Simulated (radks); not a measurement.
All-electron atom: the caesium ion Cs52+ in [He] 2s1.

All-electron calculation, non-relativistic Kohn-Sham, TPSS, spin-polarised, spherical densities, point nucleus; open shells are filled with parallel spins first (spin-orbit coupling, left out, can overturn this in heavy ions); meta-GGA in the generalised Kohn-Sham scheme; relativity is left out, which matters for an element this heavy. Program: a radial shooting solver on a logarithmic mesh with Libxc functionals.

Energy parts (eV):
part                      energy
total                  -91087.83
kinetic                 91086.26
electron-nucleus      -183680.37
Hartree                  2581.92
exchange-correlation    -1075.64

Orbitals (lengths in bohr, moments of r in powers of bohr; <r^-3> diverges for s and p1/2):
| orbital | occ. | eigenvalue (eV) | <r> | <r^-3> |
|---|---|---|---|---|
| 1s up | 1 | -39614.50 | 0.02748 | - |
| 1s down | 1 | -39599.74 | 0.02748 | - |
| 2s up | 1 | -9624.045 | 0.1116 | - |

The highest occupied level is 2s up at -9624.0 eV. For comparison, the ionisation energy in NIST's Atomic Spectra Database is 10208.8 eV (theoretical). In exact Kohn-Sham theory the highest level is minus the ionisation energy, but local and semilocal functionals leave it too shallow, through self-interaction and a potential that decays too fast; potentials with the right tail come closer. The electron density at the nucleus is 1.109e+05 e/bohr^3. Spin moment in Bohr magnetons: 1. The spin density at the nucleus is 6300 e/bohr^3 (1s 28, 2s 6272). Summed over all electrons, <r^2> = 0.01654 bohr^2, which gives a Langevin (diamagnetic) susceptibility term of -0.0131 x 10^-6 cm^3/mol.
